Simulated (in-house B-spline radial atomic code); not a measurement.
Results of a calculation; reference values are marked as such.
Correlation energy from the adiabatic connection: ω²r²/2 − Z/r, ω = 3.2, Z = -0.5

Two electrons in a singlet, external potential ω²r²/2 − Z/r, ω = 3.2, Z = -0.5 (atomic units). Full CI in B-splines (partial waves to l = 8, correlation up to 0.6 % small) with the density held fixed gives W(λ) = <V_ee>_λ − U, and E_c is the integral of W(λ) − W(0) from 0 to 1.

```tsv
λ	W(λ) − W(0) (hartree)
0	0.00000
0.02	-0.00205
0.05	-0.00509
0.12	-0.01206
0.25	-0.02453
0.4	-0.03822
0.6	-0.05537
0.8	-0.07135
1	-0.08627
```

**Question.** Integrate the table by the trapezoid rule.

**Answer.** The strips give -0.00002, -0.00011, -0.00060, -0.00238, -0.00471, -0.00936, -0.01267, -0.01576, which sum to -0.04561 hartree. The direct value, W(1) − W(0) + T_c with T_c = 0.04059, is -0.04568; the curve is convex, so chords lie above it and the trapezoids fall short in size by 0.16 %.

**Question.** Now use only three numbers: W(0) = -1.3029, the initial slope W'(0) = -0.1027 (extrapolated from the first points) and the strong-coupling limit of the point-charge-plus-continuum model, W∞ = -1.7732. What do second-order theory and the interpolation W(λ) = W∞ + (W(0) − W∞)/√(1 + 2χλ) of Seidl, Perdew and Levy give?

**Answer.** Second order keeps the slope alone: E_c = W'(0)/2 = -0.05135, +12 % in size against -0.04568. Matching the slope fixes χ = W'(0)/(W∞ − W(0)) = -0.1027/(-0.47030) = 0.21837. Integrating, with s = √(1 + 2χ) = 1.198642, E_c = −(W(0) − W∞)(s − 1)/(s + 1) = −0.47030 × 0.198642/2.198642 = -0.04249 hartree, -7.0 % in size against the full result. At λ = 1 the formula gives W − W(0) = -0.07794 against -0.08627. Part of the miss can come from the model's W∞.
